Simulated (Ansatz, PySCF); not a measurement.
Gas-phase reaction (SMILES): [CH3][SnH3] → [SnH3] (SnH3) + [CH3] (CH3); the C-Sn bond at the site shown breaks (other sites are not compared here).

Geometries: B3LYP-D3(BJ)/def2-TZVP minima from Ansatz (an electronic-structure program). Correlated levels leave the core frozen unless marked. UHF or UKS for open shells. Spin-orbit coupling is left out. Frozen are the shells of the preceding noble gas and the d and f shells that filled before the atom's block. Past Kr the def2 sets carry scalar-relativistic core potentials. Basis-set limits of correlation are two-point, X^-3; Hartree-Fock from the larger set. Thermal terms are rigid-rotor harmonic-oscillator values from B3LYP-D3(BJ) frequencies (Ansatz or PySCF) at 298.15 K and 1 atm. 1 Eh = 627.5095 kcal/mol.

```csv
species,"E, CCSD(T)/CBS(def2-TZVPPD,def2-QZVPPD) (Ansatz) (Eh)","E, wB97X-V/def2-TZVPD (Ansatz) (Eh)",H - E (Eh)
[CH3][SnH3],-255.08526,-255.97313,0.06144
[SnH3] (SnH3),-215.19157,-216.01836,0.02147
[CH3] (CH3),-39.77884,-39.83594,0.03371
```

Q: Work out ΔE and ΔH at 298.15 K at the first level, then ΔH at the second.

A: 
1. ΔE = [(-215.19157) + (-39.77884)] - [(-255.08526)] = 0.11485 Eh = 72.1 kcal/mol at CCSD(T)/CBS(def2-TZVPPD,def2-QZVPPD).
2. The terms H - E add up to -0.00626 Eh, so ΔH = (0.11485 + (-0.00626))×627.5095 = 68.1 kcal/mol.
3. At wB97X-V/def2-TZVPD the same steps give ΔE = 74.6 and ΔH = 70.6 kcal/mol, a shift of +2.5 from the first level.
4. These values are not checked against measurement here, since the tables used lack a sound gas-phase enthalpy of formation for at least one species.
